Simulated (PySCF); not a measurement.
Question: What does the PBE0-D3(BJ)/def2-SVP structure of `[NH2][GeH2][CH2]C=C` look like in three dimensions?

Answer: 
```
atom  x, y, z in Å
C1    -2.135    0.155    0.973
C2    -1.160    0.647    0.202
C3    -0.560   -0.025   -0.984
Ge4    1.204   -0.770   -0.538
N5     2.153    0.585    0.273
H6    -2.603   -0.810    0.753
H7    -2.501    0.701    1.846
H8    -0.724    1.619    0.466
H9    -1.196   -0.844   -1.356
H10   -0.400    0.690   -1.807
H11    0.997   -2.026    0.349
H12    1.994   -1.160   -1.804
H13    3.142    0.378    0.397
H14    1.778    0.850    1.182
```

Any rigid rotation of these coordinates is as good. Atoms count from 1 in this order. The C–C distances run from 1.336 Å (C1=C2, drawn double) to 1.489 Å (C2–C3, drawn single), a spread of 0.153 Å. Ge4 (germanium bonded to C, N and 2 H) is distorted tetrahedral (angles from 106.5° to 114.3°). N5 (nitrogen bonded to Ge and 2 H) is pyramidal (angles 113.9°, 113.2° and 107.6°, sum 334.7°, 0.36 Å off the plane of its three neighbours).

Bonds between heavy atoms (Å): C1=C2 1.336, C2–C3 1.489, C3–Ge4 1.966, Ge4–N5 1.843.

Method used: PBE0-D3(BJ)/def2-SVP geometry optimisation, gas phase in PySCF 2.14.0.

Point group: C1 (no symmetry element, even within 0.4 Å). PBE0-D3(BJ)/def2-SVP frequencies: not computed here. One conformer, not necessarily the lowest (C1–C2–C3–Ge4 -103°, C2–C3–Ge4–N5 -50°, C3–Ge4–N5–H -169° and 67°).

The run took 57 s of wall time on Arm Neoverse V2, one thread (shared host), and the process peaked at 0.50 GiB of memory. That covers the optimisation of the geometry.
